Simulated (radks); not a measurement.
Question: Ionisation of the promethium ion Pm+, [Xe] 4f5 6s1, to [Xe] 4f5 as the strength of local exchange is varied. Method: scalar-relativistic Kohn-Sham, Slater X-alpha exchange (alpha = 2/3 is LDA exchange), no correlation, spin-polarised, spherical densities, point nucleus; open shells are filled with parallel spins first (spin-orbit coupling, left out, can overturn this in heavy ions); computed with a radial shooting solver on a logarithmic mesh with Libxc functionals.

| alpha | E(Pm+) (hartree) | exchange (hartree) | IE (eV) | -e of the level emptied (eV) | <r> of it (bohr) |
|---|---|---|---|---|---|
| 0.667 | -10007.6250 | -215.7041 | 10.774 | 8.322 (6s) | 3.950 |
| 0.826 | -10059.3597 | -268.5575 | 11.646 | 9.265 (6s) | 3.810 |
| 0.923 | -10091.0566 | -301.0631 | 12.205 | 9.874 (6s) | 3.728 |
| 0.963 | -10104.1572 | -314.5251 | 12.440 | 10.132 (6s) | 3.695 |
| 0.981 | -10110.0581 | -320.5939 | 12.547 | 10.249 (6s) | 3.681 |
| 1.017 | -10121.8704 | -332.7519 | 12.763 | 10.486 (6s) | 3.652 |
| x | -10119.5725 | -330.3857 | 12.721 | 10.440 (6s) | 3.658 |

Which alpha was used in the last row?

Answer: alpha = 1.01. NIST Atomic Spectra Database: 10.94 eV (semi-empirical). The Delta-SCF value meets it near alpha = 0.70. Open shells are spherical and high-spin; term and fine-structure splittings are not resolved. Spin-orbit splitting is averaged out at the scalar-relativistic level.
